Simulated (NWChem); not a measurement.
**How basis sets differ on C2H6OSi (SMILES C=C[SiH2]O)**

The species is C2H6OSi (10 atoms), meant as a singlet with charge 0. As SMILES, `C=C[SiH2]O`. The coordinates come from a PBE0-D4/def2-TZVP relaxation. This is one conformer, not always the lowest.

```xyz
10

C     0.4694    1.3392   -0.8188
C     0.2214    0.8662    0.3997
Si   -0.4624   -0.8342    0.7007
O    -0.5446   -1.7046   -0.6977
H     0.2693    0.7472   -1.7078
H     0.8735    2.3337   -0.9858
H     0.4351    1.5067    1.2553
H     0.3933   -1.5209    1.7108
H    -1.8525   -0.7657    1.2146
H     0.2807   -2.0190   -1.0681
```

Quantity: the dipole moment, in D. The values are calculated.

| level | kind | program | value (D) | CPU time |
| --- | --- | --- | --- | --- |
| HF/STO-3G | Hartree–Fock | NWChem | 1.28 | 2.4 s |
| HF/3-21G | Hartree–Fock | NWChem | 2.17 | 2.5 s |
| HF/def2-SVP | Hartree–Fock | NWChem | 1.83 | 13 s |
| HF/pcseg-1 | Hartree–Fock | NWChem | 1.87 | 18 s |

The values span 1.28 to 2.17 D. Magnitudes only. Sets without polarisation functions give poor dipoles. CPU times are rough (shared hosts, several kinds of processor and program).
